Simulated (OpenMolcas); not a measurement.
**Er2+ in a point-charge field**

Er2+ among 6 point charges of -0.5 e arranged as a trigonal prism (D3h), 3.03 Å from the ion, with a polar angle of 48.1° against the regular 49.1°.
```
   2.2559    0.0000    2.0228  -0.50
  -1.1280    1.9537    2.0228  -0.50
  -1.1280   -1.9537    2.0228  -0.50
   2.2559    0.0000   -2.0228  -0.50
  -1.1280    1.9537   -2.0228  -0.50
  -1.1280   -1.9537   -2.0228  -0.50
```

| Quantity | Value |
| --- | --- |
| Program | OpenMolcas 26.06 |
| Method | CASSCF |
| Basis | ANO-RCC-VDZP [7s6p4d2f1g] |
| Scalar Hamiltonian | DKH2, point nucleus |
| Active space | 12 electrons in 7 orbitals (4f) |
| State averaging | 2S+1 = 3 even, 21 roots; 2S+1 = 1 even, 27 roots kept (CI in the orbitals of an earlier block) |
| Spin-orbit coupling | RASSI with atomic mean-field integrals over the reference wave functions |

The lowest spin-free states (labels of D3, the rotations of D3h), above the lowest:

```json
{"State": "3A2", "Degeneracy": "1", "E (cm-1)": "0.0", "Free-ion L (%)": "H (100)"}
{"State": "3E", "Degeneracy": "2", "E (cm-1)": "13.5", "Free-ion L (%)": "H (100)"}
{"State": "3E", "Degeneracy": "2", "E (cm-1)": "52.1", "Free-ion L (%)": "H (100)"}
{"State": "3A2", "Degeneracy": "1", "E (cm-1)": "110.0", "Free-ion L (%)": "H (100)"}
{"State": "3A1", "Degeneracy": "1", "E (cm-1)": "110.6", "Free-ion L (%)": "H (100)"}
{"State": "3E", "Degeneracy": "2", "E (cm-1)": "179.3", "Free-ion L (%)": "H (100)"}
{"State": "3E", "Degeneracy": "2", "E (cm-1)": "245.7", "Free-ion L (%)": "H (100)"}
{"State": "2S+1 = 3", "Degeneracy": "2", "E (cm-1)": "7444", "Free-ion L (%)": "F (100)"}
{"State": "3E", "Degeneracy": "2", "E (cm-1)": "7507", "Free-ion L (%)": "F (100)"}
{"State": "3E", "Degeneracy": "2", "E (cm-1)": "7537", "Free-ion L (%)": "F (100)"}
{"State": "3A2", "Degeneracy": "1", "E (cm-1)": "7545", "Free-ion L (%)": "F (100)"}
{"State": "1A1", "Degeneracy": "1", "E (cm-1)": "8431", "Free-ion L (%)": "G (100)"}
{"State": "1E", "Degeneracy": "2", "E (cm-1)": "8443", "Free-ion L (%)": "G (100)"}
{"State": "1E", "Degeneracy": "2", "E (cm-1)": "8469", "Free-ion L (%)": "G (100)"}
{"State": "1E", "Degeneracy": "2", "E (cm-1)": "8471", "Free-ion L (%)": "G (100)"}
{"State": "1A2", "Degeneracy": "1", "E (cm-1)": "8491", "Free-ion L (%)": "G (100)"}
{"State": "1A1", "Degeneracy": "1", "E (cm-1)": "8491", "Free-ion L (%)": "G (100)"}
{"State": "1E", "Degeneracy": "2", "E (cm-1)": "26025", "Free-ion L (%)": "D (100)"}
{"State": "1E", "Degeneracy": "2", "E (cm-1)": "26164", "Free-ion L (%)": "D (100)"}
{"State": "1A1", "Degeneracy": "1", "E (cm-1)": "26240", "Free-ion L (%)": "D (100)"}
```

The lowest levels with spin-orbit coupling:

```json
{"E (cm-1)": "0.0", "Degeneracy": "1", "Label": "A1", "2S+1": "3", "J": "6.00", "|mJ| (%)": "0 (100)", "g": ""}
{"E (cm-1)": "9.0", "Degeneracy": "2", "Label": "E", "2S+1": "3", "J": "6.00", "|mJ| (%)": "1 (100)", "g": "0.00 0.00 2.34"}
{"E (cm-1)": "35.4", "Degeneracy": "2", "Label": "E", "2S+1": "3", "J": "6.00", "|mJ| (%)": "2 (100)", "g": "0.00 0.00 4.67"}
{"E (cm-1)": "76.6", "Degeneracy": "1", "Label": "A1", "2S+1": "3", "J": "6.00", "|mJ| (%)": "3 (100)", "g": ""}
{"E (cm-1)": "76.9", "Degeneracy": "1", "Label": "A2", "2S+1": "3", "J": "6.00", "|mJ| (%)": "3 (100)", "g": ""}
{"E (cm-1)": "129.4", "Degeneracy": "2", "Label": "E", "2S+1": "3", "J": "6.00", "|mJ| (%)": "4 (100)", "g": "0.00 0.00 9.34"}
{"E (cm-1)": "187.8", "Degeneracy": "2", "Label": "E", "2S+1": "3", "J": "6.00", "|mJ| (%)": "5 (100)", "g": "0.00 0.00 11.67"}
{"E (cm-1)": "244.9", "Degeneracy": "2", "Label": "", "2S+1": "3", "J": "6.00", "|mJ| (%)": "6 (100)", "g": "0.00 0.00 13.99"}
{"E (cm-1)": "6371", "Degeneracy": "2", "Label": "E", "2S+1": "3 (66 %)", "J": "4.00", "|mJ| (%)": "4 (100)", "g": "0.00 0.00 8.85"}
{"E (cm-1)": "6383", "Degeneracy": "1", "Label": "A1", "2S+1": "3 (65 %)", "J": "4.00", "|mJ| (%)": "0 (100)", "g": ""}
{"E (cm-1)": "6388", "Degeneracy": "2", "Label": "E", "2S+1": "3 (65 %)", "J": "4.00", "|mJ| (%)": "1 (100)", "g": "0.00 0.00 2.21"}
{"E (cm-1)": "6398", "Degeneracy": "2", "Label": "E", "2S+1": "3 (65 %)", "J": "4.00", "|mJ| (%)": "2 (100)", "g": "0.00 0.00 4.42"}
{"E (cm-1)": "6399", "Degeneracy": "1", "Label": "A2", "2S+1": "3 (66 %)", "J": "4.00", "|mJ| (%)": "3 (100)", "g": ""}
{"E (cm-1)": "6399", "Degeneracy": "1", "Label": "A1", "2S+1": "3 (66 %)", "J": "4.00", "|mJ| (%)": "3 (100)", "g": ""}
{"E (cm-1)": "7056", "Degeneracy": "1", "Label": "A2", "2S+1": "3", "J": "5.00", "|mJ| (%)": "0 (100)", "g": ""}
{"E (cm-1)": "7067", "Degeneracy": "2", "Label": "E", "2S+1": "3", "J": "5.00", "|mJ| (%)": "1 (100)", "g": "0.00 0.00 2.05"}
{"E (cm-1)": "7100", "Degeneracy": "2", "Label": "E", "2S+1": "3", "J": "5.00", "|mJ| (%)": "2 (100)", "g": "0.00 0.00 4.10"}
{"E (cm-1)": "7152", "Degeneracy": "1", "Label": "A2", "2S+1": "3", "J": "5.00", "|mJ| (%)": "3 (100)", "g": ""}
{"E (cm-1)": "7152", "Degeneracy": "1", "Label": "A1", "2S+1": "3", "J": "5.00", "|mJ| (%)": "3 (100)", "g": ""}
{"E (cm-1)": "7215", "Degeneracy": "2", "Label": "E", "2S+1": "3", "J": "5.00", "|mJ| (%)": "4 (100)", "g": "0.00 0.00 8.23"}
```

Powder χT (cm3 K/mol): 2.19 at 2 K, 5.82 at 10 K, 6.91 at 50 K, 7.05 at 100 K, 7.12 at 200 K, 7.13 at 300 K. The effective moment at 300 K is 2.828 √(χT) = 7.55 μB.

Hund's rules give f12 the level 3H6 with g = 1.167, so an isolated free-ion multiplet has χT = g² J(J+1) / 8 = 7.146 cm3 K/mol. The computed 7.135 at 300 K differs by 0 %, through the field's splitting, the mixing of terms and any other multiplet in reach.

Stevens parameters of the J = 6 multiplet, which is 245 cm-1 wide (cm-1, z along the main axis): B20 = 2.283e+00, B40 = -1.838e-03, B60 = -2.265e-07, B66 = -6.355e-06.

This is an electrostatic model: the charges have no orbitals. An unlabelled pair can be two single states that coincide in this model. The first state left out of the spin-orbit step lies near 77000 cm-1 above the lowest spin-free state of the reference (among the parities and spins computed), and the lists stop at four fifths of that energy or lower. No measured value stands beside these numbers.

A state without a sure symmetry label is named by its multiplicity alone. With an even number of electrons the g values are those of a degenerate or nearly degenerate non-Kramers pair.
